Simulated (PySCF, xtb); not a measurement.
B(Cl)(F)(SiH3) (BClFH₃Si), SMILES FB([SiH3])Cl.

Harmonic wavenumbers (cm⁻¹) from GFN2-xTB (xtb) at its own minimum, in rising order: 5, 149, 270, 312, 443, 511, 547, 791, 798, 801, 835, 1193, 2248, 2254, 2267.

Task: What does PySCF 2.14.0 with B3LYP-D3(BJ)/def2-SVP give at its own minimum? (Estimate from the structure and the level; the computed values follow.)

Result: 50, 161, 325, 339, 480, 572, 624, 873, 938, 945, 958, 1317, 2216, 2218, 2228. Paired by order, the mean absolute difference is 69 cm⁻¹ and the zero-point energies are 19.2 and 20.4 kcal/mol.
